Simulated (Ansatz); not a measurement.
Input file for `[CH3][GaH][CH2]S`:

```yaml
crystal:
  periodic: [false, false, false]
  atoms:
    - {symbol: C, position_ang: [-1.149922, 1.494340, -0.396887]}
    - {symbol: Ga, position_ang: [0.437267, 0.339985, -0.493974]}
    - {symbol: C, position_ang: [0.869580, -0.829784, 1.040707]}
    - {symbol: S, position_ang: [-0.092039, -2.173390, 0.233315]}
    - {symbol: H, position_ang: [-0.843215, 2.531896, -0.236476]}
    - {symbol: H, position_ang: [-1.800726, 1.203311, 0.429340]}
    - {symbol: H, position_ang: [-1.722934, 1.459712, -1.324880]}
    - {symbol: H, position_ang: [1.355446, 0.173801, -1.759081]}
    - {symbol: H, position_ang: [1.873738, -1.168350, 1.281076]}
    - {symbol: H, position_ang: [0.325833, -0.601245, 1.956838]}
    - {symbol: H, position_ang: [0.812370, -2.487278, -0.709476]}
basis:
  gaussian: {orbitals: def2-TZVPP}
correlation: {method: ccsd_t}
output: {orbitals: {seedname: orbitals}}
```

```sh
$ ansatz run in.yaml --threads 4 --pin off --events-out ev --progress --plain
```

Output of Ansatz, abridged:

```
Functional definition: HF
1455 factors; integrals over basis functions are off by at most 1.1e-3 eV
mean field evaluation 1: about -65320.8693 eV, gradient 3.3e1 eV
mean field evaluation 2: about -65321.0325 eV, gradient 3.4e1 eV
mean field evaluation 4: about -65324.1078 eV, gradient 3.9e0 eV
mean field evaluation 8: about -65324.1620 eV, gradient 3.4e-1 eV
mean field -65324.16257820 eV, -2400.6186964413 hartree, gradient 4.4e-6 eV, S^2 0.000000; 0 other end points of the search recorded, 0 dependent functions left out
16 core orbitals not correlated: weight in the atoms' cores, before any rotation towards them, 1.000 or more for the frozen orbitals, at most 0.000 for the correlated occupied ones
reference -65324.16257820 eV, -2400.6186964413 hartree; 17, 17 occupied and 217, 217 virtual orbitals, 1455 factors
second order -21.06760243 eV of doubles, -0.00000000 eV of singles
cycle   1  -21.43259493 eV  change   -3.6e-1 eV  update   1.1e-1
cycle   2  -22.08089244 eV  change   -6.5e-1 eV  update   3.3e-2
cycle   3  -22.18650797 eV  change   -1.1e-1 eV  update   1.6e-2
cycle   4  -22.18109627 eV  change    5.4e-3 eV  update   3.8e-3
cycle   5  -22.17966248 eV  change    1.4e-3 eV  update   1.6e-3
cycle   6  -22.17943262 eV  change    2.3e-4 eV  update   5.4e-4
cycle   7  -22.17931078 eV  change    1.2e-4 eV  update   2.4e-4
cycle   8  -22.17931340 eV  change   -2.6e-6 eV  update   8.1e-5
cycle   9  -22.17933497 eV  change   -2.2e-5 eV  update   3.1e-5
perturbative correction -0.95220326 eV, -0.0349928245 hartree
Total energy: -65347.29411643 eV, -2401.4687647921 hartree
```

It took 2.9 min on 4 threads of a server CPU on a shared host, with 5.2 GiB of host memory at the peak.

Correlation energy per correlated electron: -0.680 eV. T1 diagnostic: 0.0122.
